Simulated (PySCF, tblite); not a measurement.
Calculations on `C#Cc1[c]nn(C)c1` [radical], in the order of a workflow; each names the level of the geometry that it ran on. Settings lines and outputs come from a driver script.

Compound: C₆H₅N₂ (doublet state).
Bonds: C1–C2 (triple), C2–C3, C3–C4 (aromatic), C4–N5 (aromatic), N5–N6 (aromatic), N6–C7, N6–C8 (aromatic), C3–C8 (aromatic). Hydrogens: H9 on C1; H10, H11, H12 on C7; H13 on C8.

Step 1: GFN2-xTB geometry optimisation, gas phase (tblite 0.8.0) (from a force-field or distance-geometry start)
```json
{"job": {"kind": "relax", "xc": "GFN2-xTB", "basis": "xTB"}, "charge": 0, "multiplicity": 2}
```
```
step      E/eV     max force
  0    -572.38450    4.078
  1    -572.61486    2.834
  2    -572.61023    3.859
...
 34    -572.79686    0.017
 35    -572.79689    0.013
 36    -572.79690    0.012
 37    -572.79691    0.011
 38    -572.79692    0.007
```

Energy lowered by 9.5 kcal/mol over 38 steps; largest atomic force 0.007 eV/Å at the end. «max force» is the largest atomic force in eV/Å.

Time: 0.19 s. Hardware: one thread of an Arm Neoverse V1, no GPU, on a shared host.

Step 2: GFN2-xTB harmonic vibrations, gas phase (tblite 0.8.0) (on the GFN2-xTB geometry)
```json
{"job": {"kind": "ir", "xc": "GFN2-xTB", "basis": "xTB"}, "charge": 0, "multiplicity": 2}
```
```
(table of modes left out)
```

33 modes from 16 to 3402 cm⁻¹ (unscaled, harmonic); zero-point energy 57.8 kcal/mol; all wavenumbers are real at this level.

Hardware: an Arm Neoverse V1 with one thread, shared host with 32 logical CPUs at a one-minute load of 26. Cost: 0.33 s wall.

Step 3: UKS B3LYP, pcH-1 on C H N, non-relativistic, mean-field spin-orbit, GIAO (PySCF 2.14.0) (on the GFN2-xTB geometry)
```json
{"job": {"kind": "epr", "basis": "pcH-1"}, "charge": 0, "multiplicity": 2}
```
```
...
E = -340.98629970 Eh   <S^2> = 0.7557 (exact 0.7500)
g shifts (ppm)      1          2          3
  rmc          -183       -183       -183
  gc             20         23        -64
  oz_so       -1378        -48        680
  total       -1541       -208        433
hyperfine (MHz)  atom isotope    a_iso     a_fc   dipolar eigenvalues
    0   13C      -1.25      -1.25     -2.18      0.45      1.72
    1   13C       1.02       1.02     -1.31     -0.39      1.69
    2   13C      77.93      77.93    -14.14     -7.44     21.57
    3   13C     638.85     638.85    -71.13    -54.82    125.95
    4   14N      95.28      95.28     -4.80      1.98      2.82
    5   14N      43.16      43.16     -4.00     -2.22      6.22
    6   13C      -1.36      -1.36     -0.99     -0.92      1.91
    7   13C      17.97      17.97     -3.70     -2.37      6.07
    8    1H       0.57       0.57     -0.85     -0.39      1.23
    9    1H       0.42       0.42     -1.68     -1.15      2.83
   10    1H       4.98       4.98     -1.44     -0.53      1.97
   11    1H      -1.89      -1.89     -1.42     -0.98      2.40
   12    1H       4.19       4.19     -3.52     -1.56      5.08
```

⟨S²⟩ 0.756; g_iso 2.0019. rmc, gc and oz_so are the mass-correction, gauge-correction and orbital-Zeeman/spin–orbit parts of the g shift along its three principal axes; a_iso is the isotropic hyperfine coupling and a_fc its Fermi-contact part. The log counts atoms from 0, this text from 1.

The run took 54 s wall (with the writing of density and orbital grids) on Arm Neoverse V1, one thread, no GPU, shared host with 32 logical CPUs at a one-minute load of 30, and the process peaked at 0.89 GiB of memory.

Geometry of the electronic-property runs (GFN2-xTB):
```
atom  x, y, z in Å
C1     3.5528    0.9061   -0.5607
C2     2.4459    0.4405   -0.5347
C3     1.1601   -0.1141   -0.5116
C4     0.7128   -1.3684   -0.9658
N5    -0.5553   -1.5491   -0.7930
N6    -1.0154   -0.4276   -0.2167
C7    -2.3932   -0.2918    0.1549
C8    -0.0133    0.4573   -0.0267
H9     4.5190    1.3125   -0.5828
H10   -3.0040   -0.8290   -0.5695
H11   -2.6700    0.7619    0.1600
H12   -2.5726   -0.7167    1.1464
H13   -0.1711    1.4190    0.4213
```

 (This holds for the electronic-property runs.)
